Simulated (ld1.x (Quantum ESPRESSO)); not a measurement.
Which change was made? (Se, TM)

- Element: Se (Z = 34)
- Generator: ld1.x (Quantum ESPRESSO) 7.5
- Type: norm-conserving Troullier–Martins (Kleinman–Bylander form)
- Functional: PBE
- Relativity: fully relativistic
- Frozen core: [Ar] 3d10
- Valence charge: 6
- Reference configuration: 4s2 4p3.5 (charge +0.5)
- Partial waves: 4p (bound): rc 1.20 bohr; 4s (bound): rc 1.40 bohr
- Local potential: the s channel
- Core correction: none

Open shells are filled in proportion to 2j + 1 (rel_dist='average').

Cutoffs, loose and tight: the cutoffs (Ry, on a coarse ladder) from which the occupation-weighted sum of valence levels, in a spherical-Bessel basis at the reference potential, stays within 10 and 1 mRy of its value at 400 Ry. They do not see the model core or the augmentation charge, which bear on the density cutoff. Test errors are all-electron minus pseudo excitation energies from the reference, over the configurations 4s2 4p4; 4s2 4p3; 4s2 4p2; 4s1 4p5; 4s2 4p1; 4s2 4p0; 4s2 4p4.3; variants that change the core or the reference have their own tests. The largest error is taken over the tests solved by every variant that gives reliable tests at all, those not shown here included: 4s1 4p5; 4s2 4p0; 4s2 4p2; 4s2 4p3.

The base gives: outcome: generated; cutoff, loose: 100 Ry; cutoff, tight: 230 Ry; bound ghosts: p3/2, p1/2; largest test error (meV): +25.

Q: After one change the result is: outcome: generated; cutoff, loose: 55 Ry; cutoff, tight: 100 Ry; bound ghosts: p3/2, p1/2; largest test error (meV): -39. Which change was it?
A. all radii scaled by about 1.27 (s 1.78, p 1.52 bohr)
B. all radii scaled by about 1.12 (s 1.56, p 1.34 bohr)
C. all radii scaled by about 0.93 (s 1.30, p 1.12 bohr)

A: B. The others give: all radii scaled by about 0.93 (s 1.30, p 1.12 bohr) → outcome: generated; cutoff, loose: 200 Ry; cutoff, tight: 300 Ry; bound ghosts: p3/2, p1/2; largest test error (meV): +62 | all radii scaled by about 1.27 (s 1.78, p 1.52 bohr) → outcome: generated; cutoff, loose: 35 Ry; cutoff, tight: 55 Ry; bound ghosts: none; largest test error (meV): +13.
